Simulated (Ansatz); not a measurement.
`BB[SiH3]` + `C[SeH]` → `C[Se]B[SiH3]` + BH₃ at 298.15 K and 1 bar (cleavage of the B–B bond).

Isolated molecules relaxed with PBE0-D4/def2-TZVP in Ansatz; ΔE leaves out vibrations. CBS: MP2 limit from def2 TZ/QZ plus the TZ coupled-cluster correction, frozen cores. This one scheme is used for every species. For Se outer-core shells are correlated without core-valence functions, which leaves a few kJ/mol of doubt a bond. Scalar relativity is left out up to krypton. Each species was taken in one conformer, which may not be the lowest.

| species | CCSD(T)/CBS energy (Eh) | H − E (kJ/mol) | S (J/(mol·K)) |
| --- | --- | --- | --- |
| `BB[SiH3]` | -342.20223 | 164.2 | 314.7 |
| `C[SeH]` | -2441.15625 | 129.5 | 267.5 |
| `C[Se]B[SiH3]` | -2756.84434 | 219.1 | 363.8 |
| BH₃ | -26.55200 | 78.7 | 188.3 |

H − E and S are ideal-gas, rigid-rotor, harmonic terms from PBE0-D4/def2-TZVP, for one conformer and one mirror image of each species. 1 Eh = 2625.50 kJ/mol, R = 8.31446 J/(mol·K).

**Question.** By hand: ΔE, ΔH, ΔS and ΔG.

**Answer.** ΔE = (-2756.84434) + (-26.55200) − (-342.20223) − (-2441.15625) = -0.03786 Eh = -99.4 kJ/mol. Δ(H − E) = 219.1 + 78.7 − 164.2 − 129.5 = 4.1, so ΔH = -95.3 kJ/mol. ΔS = 363.8 + 188.3 − 314.7 − 267.5 = -30.1 J/(mol·K). ΔG = -95.3 − 298.15 × (-30.1)/1000 = -86.3 kJ/mol.

**Question.** By hand: the equilibrium constant, and the temperature at which ΔG would vanish if ΔH and ΔS stayed fixed.

**Answer.** log₁₀ K = −ΔG/(RT ln 10) = 15.1. ΔG = 0 at ΔH/ΔS = 3166 K, far beyond where these terms or the molecules hold.

ΔH outweighs TΔS. A doubt of 5 kJ/mol in ΔE shifts log₁₀ K by 0.9 here. Other conformers and mirror images would add mixing entropy, several J/(mol·K) or more a flexible species. These are equilibria of isolated gas molecules and say nothing of rates. Largest T1 diagnostic: 0.015 (customary marks: 0.02 for closed shells, 0.045 for open ones).
